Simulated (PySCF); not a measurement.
Ethyl butyrate (`CCCC(=O)OCC`). Method: PBE0-D3(BJ)/def2-SVP geometry optimisation, gas phase (PySCF 2.14.0).

```
atom  x, y, z in Å
C1    -3.4221    0.1761   -0.3196
C2    -2.0285   -0.2245    0.1343
C3    -0.9529    0.7653   -0.3183
C4     0.4065    0.3458    0.1709
O5     0.8917    0.6661    1.2253
O6     0.9990   -0.4898   -0.6944
C7     2.2723   -1.0125   -0.3170
C8     3.3916   -0.0516   -0.6480
H9    -3.7045    1.1626    0.0809
H10   -3.4836    0.2351   -1.4179
H11   -4.1770   -0.5496    0.0184
H12   -1.9963   -0.3029    1.2336
H13   -1.7774   -1.2250   -0.2556
H14   -0.9405    0.8306   -1.4166
H15   -1.1603    1.7636    0.0937
H16    2.3709   -1.9508   -0.8806
H17    2.2599   -1.2409    0.7595
H18    4.3647   -0.5151   -0.4264
H19    3.3735    0.2179   -1.7145
H20    3.3040    0.8647   -0.0475
```

Q: Give the dihedral angles H17–C7–C8–H20, H10–C1–C2–H12, H12–C2–C3–H15.

A: H17–C7–C8–H20 -56° (synclinal); H10–C1–C2–H12 -179° (antiperiplanar); H12–C2–C3–H15 -62° (synclinal). Dihedral signs follow IUPAC: positive where, seen along the central bond, the front bond turns clockwise onto the rear one.

Q: Work out the bond lengths C1–C2, C1–H10, C2–H12, C7–H16 in pm.

A: For C1–C2 the difference vector is (1.3936, -0.4006, 0.4539) Å, of length 1.5194 Å. C1–C2 151.9; C1–H10 110.2; C2–H12 110.3; C7–H16 109.9 pm.

Q: What is the repulsion energy of the bare nuclei, Σ ZA·ZB/RAB?

A: 388.97 Eh over 190 pairs, with full nuclear charges and distances in bohr; the largest single term is 21.10 Eh (C4 with O5).

Q: Where is the centre of mass (commonest isotopes), and what is the radius of gyration?

A: Mass 116.084 u; centre at (0.212, 0.018, -0.095) Å; Rg = √(Σ m r²/M) = 2.326 Å. As Ia + Ib + Ic = 2 Σ m r², the three principal moments sum to 1256.4 u·Å².

Q: What are the angles C2–C1–H10, C3–C2–H12, C7–C8–H19, H18–C8–H19?

A: From the scalar product of the two bond vectors; for C2–C1–H10 it is -0.6079 Å² over 1.5194 × 1.1016 Å², cos θ = -0.3632. C2–C1–H10 111.3°; C3–C2–H12 108.7°; C7–C8–H19 110.8°; H18–C8–H19 108.2°.

Q: How far are the heavy atoms from their best plane (unweighted least squares)?

A: 0.396 Å rms; C1 0.08, C2 0.45, C3 0.66, C4 0.09, O5 0.31, O6 0.03, C7 0.55, C8 0.45 Å (magnitudes).

Q: How far apart are these pairs, which share no bond: C2···O5, C3···H10, O5···H12, H12···H20, H17···H20, H18···H20?

A: C2···O5 3.242 Å (3 bonds apart); C3···H10 2.810 Å (3 bonds apart); O5···H12 3.046 Å (4 bonds apart); H12···H20 5.577 Å (7 bonds apart); H17···H20 2.485 Å (3 bonds apart); H18···H20 1.781 Å (2 bonds apart).

Q: Write the matrix of distances between heavy atoms (Å, lower triangle).

A: 
```
C1    0.000
C2    1.519  0.000
C3    2.539  1.530  0.000
C4    3.864  2.501  1.504  0.000
O5    4.608  3.242  2.407  1.204  0.000
O6    4.487  3.150  2.351  1.341  2.243  0.000
C7    5.817  4.396  3.683  2.359  2.665  1.427  0.000
C8    6.825  5.479  4.433  3.121  3.205  2.433  1.512  0.000
```

PBE0-D3(BJ)/def2-SVP frequencies: not computed here. One conformer, not necessarily the lowest.
